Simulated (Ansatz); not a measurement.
`C[SiH](F)N=C=O` + CH₃OH → `CO[SiH](C)F` + `N=C=O` at 298.15 K and 1 bar (ligand exchange at the Si–N bond).

Computed with Ansatz on PBE0-D4/def2-TZVP structures; ΔE is electronic, products minus reactants. CCSD(T)/CBS adds triple-zeta CCSD(T) − MP2 to the extrapolated MP2 energy (def2 sets, frozen cores). This one scheme is used for every species. One conformer a species, not always the lowest.

```csv
species,CCSD(T)/CBS energy (Eh),H − E (kJ/mol),S (J/(mol·K))
`C[SiH](F)N=C=O`,-597.38266,187.0,371.7
CH₃OH,-115.61712,146.3,238.2
`CO[SiH](C)F`,-544.48370,261.9,357.0
`N=C=O`,-168.51995,67.5,238.3
```

H − E and S are ideal-gas, rigid-rotor, harmonic terms from PBE0-D4/def2-TZVP, for one conformer and one mirror image of each species. 1 Eh = 2625.50 kJ/mol, R = 8.31446 J/(mol·K).

Question: By hand: ΔE, ΔH, ΔS and ΔG.

Answer: ΔE = (-544.48370) + (-168.51995) − (-597.38266) − (-115.61712) = -0.00387 Eh = -10.2 kJ/mol. Δ(H − E) = 261.9 + 67.5 − 187.0 − 146.3 = -3.9, so ΔH = -14.1 kJ/mol. ΔS = 357.0 + 238.3 − 371.7 − 238.2 = -14.6 J/(mol·K). ΔG = -14.1 − 298.15 × (-14.6)/1000 = -9.7 kJ/mol.

Question: By hand: the equilibrium constant, and the temperature at which ΔG would vanish if ΔH and ΔS stayed fixed.

Answer: log₁₀ K = −ΔG/(RT ln 10) = 1.7. ΔG = 0 at ΔH/ΔS = 966 K, though so small a ΔS makes that figure unsure.

The number of gas molecules stays the same, so ΔS is small and ΔH decides. A doubt of 5 kJ/mol in ΔE shifts log₁₀ K by 0.9 here. Other conformers and mirror images would add mixing entropy, several J/(mol·K) or more a flexible species. Modes under 60 cm⁻¹, often nearly free rotors, make the harmonic entropy too high. These are equilibria of isolated gas molecules and say nothing of rates. Largest T1 diagnostic: 0.018 (customary marks: 0.02 for closed shells, 0.045 for open ones).
